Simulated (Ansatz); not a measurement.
Hg₃H₁₂Se₃⁺, relaxed as a doublet with UKS PBE-D4/def2-SVP in Ansatz, starting from the PBE-D4/def2-SVP geometry of the neutral singlet. Force threshold 0.02 eV/Å.

In the def2 sets Hg takes a core potential; there is no spin–orbit coupling. In the doublet geometry the species has come apart into loosely held pieces.

Start:

```xyz
18

Se    0.8416    1.6337    1.5155
Hg    3.5376    1.6763   -0.6529
Se    1.2604   -0.5949   -1.9296
Hg   -2.1030    0.9930    3.2149
Se   -2.1191   -1.0116    0.3952
Hg   -1.3989   -2.7272   -2.5219
H     1.6790    1.6055    2.7407
H     0.7224    3.1112    1.5955
H     2.8608    2.9202   -1.5380
H     4.2942    0.4688    0.2183
H     1.3280   -0.0771   -3.3192
H     2.2887   -1.6220   -2.2309
H    -2.8953    2.2195    2.4047
H    -1.3570   -0.2125    4.0980
H    -3.5023   -0.6539   -0.0079
H    -2.6087   -2.2126    1.1173
H    -0.6500   -3.9416   -1.6538
H    -2.1784   -1.5750   -3.4457
```

```csv
step,energy (eV),largest force component (eV/Å),SCF passes
1,-208712.1698,0.248,69
2,-208712.2760,0.104,37
3,-208712.3276,0.123,25
4,-208712.3807,0.072,27
5,-208712.4157,0.088,23
6,-208712.4428,0.208,23
7,-208712.4520,0.308,22
8,-208712.4960,0.070,23
9,-208712.5131,0.165,22
10,-208712.5225,0.165,21
11,-208712.5278,0.214,22
12,-208712.5405,0.111,22
13,-208712.5507,0.013,22
14,-208712.5547,0.121,21
15,-208712.5561,0.111,23
16,-208712.5602,0.007,23
17,-208712.5610,0.021,22
18,-208712.5611,0.061,22
19,-208712.5617,0.031,23
20,-208712.5620,0.002,22
21,-208712.5622,0.007,22
```

Force components are those of the run's own axes.

End:

```csv
atom,x (Å),y (Å),z (Å)
Se1,1.134,1.189,1.591
Hg2,3.996,1.915,-0.758
Se3,1.076,-0.119,-1.995
Hg4,-1.847,0.546,3.232
Se5,-2.836,-1.346,0.525
Hg6,-1.612,-2.230,-2.588
H7,2.088,1.629,2.643
H8,0.752,2.594,1.298
H9,4.045,1.266,-2.294
H10,3.963,2.573,0.777
H11,1.647,0.193,-3.332
H12,2.014,-1.257,-1.821
H13,-2.028,1.462,1.825
H14,-1.684,-0.324,4.630
H15,-4.251,-0.894,0.442
H16,-3.253,-2.695,0.990
H17,-0.627,-2.733,-1.312
H18,-2.573,-1.768,-3.854
```

By distances, no bond broke or formed. The bond that changes most is Hg4–H13, from 1.67 to 1.69 Å (atoms count from 1).

The force fell under the threshold at step 13, but the optimiser went on and released 0.011 eV more. No frequencies were taken in this run, so the end may be a saddle point.

Run time 2 min (4 threads of Arm Neoverse V2 on a shared host), peak host memory 0.57 GiB.
